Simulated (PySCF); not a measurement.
# Reading the logs of faulty runs: AlCH7NSi

All numbers below are calculated, not measured. They come from PySCF 2.14.0, an open-source quantum chemistry program, on an isolated molecule that a program drew, which may never have been made. The molecule is AlCH7NSi (charge 0, doublet), drawn as the SMILES string `C[SiH][NH][AlH2]`.

Each row is a Hartree-Fock (HF) and frozen-core CCSD(T) single point in the cc-pV(D+d)Z basis, meant for a local HF minimum. Run 1 is clean. Each other run has one planted mistake out of seven kinds, and not every kind appears here: one electron removed, one electron added, multiplicity raised by two, geometry at a saddle point, minimal basis STO-3G, one bond length entered in bohr, all coordinates scaled. The reference is restricted for singlets and unrestricted otherwise, and also for a bond in bohr. Adding or removing an electron swaps singlet and doublet. Electrons count all cores. HOMO and LUMO are orbital energies over both spins, the gradient is its largest component, and the lowest frequency (negative if imaginary) is given only where the gradient is small. Bond lengths are over the 10 bonds as drawn. T1 is the CCSD diagnostic: over 0.02 (restricted) or 0.045 (unrestricted) a single reference is doubtful.

Geometry of the clean run:
```xyz
11
AlCH7NSi, angstrom
C    -0.7909   -2.7201    1.7122
Si   -1.7827   -1.1431    1.9874
N    -0.7962    0.2688    1.7400
Al    0.8253    0.5658    1.0557
H    -1.4259   -3.5879    1.9103
H    -0.4234   -2.7980    0.6864
H     0.0697   -2.7698    2.3870
H    -2.3423   -1.1392    3.3707
H    -1.2805    1.1100    2.0174
H     1.6942   -0.6482    0.5534
H     1.3253    2.0609    0.9788
```

| run | electrons | basis functions | <S^2> | HOMO (eV) | LUMO (eV) | gradient (hartree/bohr) | lowest frequency (cm^-1) | mean bond (Å) | longest bond (Å) | T1 | HF (hartree) | CCSD(T) (hartree) | mistake |
|---|---|---|---|---|---|---|---|---|---|---|---|---|---|
| 1 | 47 | 109 | 0.753 | -7.92 | 1.67 | 2.7e-05 | 64 | 1.4344 | 1.883 | 0.0146 | -627.27534 | -627.81040 | no fault |
| 2 | 47 | 109 | 0.754 | -8.10 | 1.54 | 2.8e-02 | - | 1.4918 | 1.959 | 0.0160 | -627.26091 | -627.80326 | all coordinates scaled |
| 3 | 47 | 109 | 3.782 | -4.33 | -1.64 | 9.6e-02 | - | 1.4344 | 1.883 | 0.0158 | -627.09879 | -627.60118 | ? |
| 4 | 47 | 109 | 1.543 | -8.00 | 1.22 | 1.2e-02 | - | 1.5748 | 2.983 | 0.0537 | -627.17386 | -627.70099 | ? |

**Which mistake was planted in run 3, and what did it cost?**

Electrons, basis and geometry are unchanged, and <S^2> is 3.782, beside S(S+1) = 3.75 for a multiplicity of 4. So the mistake is: multiplicity raised by two. Subtracting run 1 and multiplying by 627.51 kcal/mol a hartree, the energy moved by 110.8 kcal/mol in HF and 131.3 kcal/mol in CCSD(T).

**Which mistake was planted in run 4, and what did it cost?**

The mean bond changes by a factor of 1.098 and the longest by 1.584, so the molecule wasn't scaled as a whole. A length L in bohr read as angstrom grows by (1/0.5292 - 1) L = 0.890 L. The 10 bonds together grew by 10 x 0.1404 = 1.404 Å, which gives L = 1.578 Å. That is the length of one of the Al-H bonds, 1.578 Å in the clean geometry. So the mistake is: one bond length entered in bohr. Subtracting run 1 and multiplying by 627.51 kcal/mol a hartree, the energy moved by 63.7 kcal/mol in HF and 68.7 kcal/mol in CCSD(T).

Cautions from the logs. Run 4: T1 is over the limit, so its CCSD(T) energy is less reliable.
